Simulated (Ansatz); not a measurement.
This geometry of CH5AsS (8 atoms, charge 0, multiplicity 1) is a first-order saddle point.

Theory: RHF/def2-mTZVP (Ansatz).

```xyz
8
Properties=species:S:1:pos:R:3
C -0.940 0.968 -0.543
S -0.535 -0.178 0.836
As 1.416 -1.060 0.166
H -1.883 0.674 -0.975
H -0.177 0.945 -1.306
H -1.021 1.970 -0.152
H 2.160 -0.873 1.466
H 1.072 -2.503 0.452
```

Problem. Which two structures does it join? (They come from a converged band through this point; their orientation in space is the band's.)

Solution. No bond is made or broken. The dihedral H5–C1–S2–As3 goes from -62 to 62°. The two ends are copies of one structure, up to a mirror image or an exchange of like atoms.

Image 0:

```xyz
8
Properties=species:S:1:pos:R:3
C -0.767 1.131 -0.434
S -0.245 0.113 0.993
As 1.052 -1.400 -0.041
H -1.318 0.545 -1.152
H 0.079 1.598 -0.913
H -1.413 1.900 -0.037
H 2.229 -1.317 0.902
H 0.475 -2.627 0.626
```

Image 8:

```xyz
8
Properties=species:S:1:pos:R:3
C -1.001 0.823 -0.613
S -0.648 -0.412 0.689
As 1.540 -0.766 0.327
H -2.049 1.067 -0.523
H -0.817 0.420 -1.597
H -0.420 1.721 -0.471
H 1.994 -0.635 1.761
H 1.494 -2.275 0.371
```

Problem. How far does it lie above each of them?

Solution. 0.052 eV above the first and 0.052 eV above the second. This is the barrier of this one path; another mechanism may lie lower.

Time of the run: 63 s on 1 thread of Arm Neoverse V2, on a shared host, peak memory 0.28 GiB.
